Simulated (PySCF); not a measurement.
## Chromium: a sound run and one with changed settings

Sound run: Cr [Ar] 3d5 4s1, Cr⁺ [Ar] 3d5. Calculation: PySCF 2.14, in x2c-TZVPall (6s5p4d1f, 48 functions); scalar relativity by spin-free X2C-1e. In the sound run the correlated levels freeze [Ar]. The sound run starts from symmetry-adapted Hartree-Fock orbitals and uses a fine grid where one is needed.

A second run was set up differently.

```tsv
species	method	sound run (hartree)	changed run (hartree)	converged
Cr	UHF	-1049.64352	-1049.64352	yes
Cr	LDA	-1048.46258	-1048.46258	yes
Cr	PBE	-1050.54634	-1050.54634	yes
Cr	MP2	-1049.72024	-1049.71580	yes
Cr⁺	UHF	-1049.42242	-1049.39414	no
Cr⁺	LDA	-1048.18258	-1048.18258	yes
Cr⁺	PBE	-1050.27419	-1050.27419	yes
```

Ionisation energy of Cr:

| method | sound run (eV) | changed run (eV) |
| --- | --- | --- |
| LDA | 7.619 | 7.619 |
| PBE | 7.406 | 7.406 |

(1) What was changed?
A. too few SCF iterations
B. angular grid far too coarse
C. level shift left on
D. all electrons correlated in a valence basis

Results:

(1) C. It used initial guess atom, at most 50 SCF cycles, level shift 0.1 hartree. A level shift leaves the converged SCF energy unchanged but raises the virtual orbital energies, which shrinks MP2 if it is not removed.
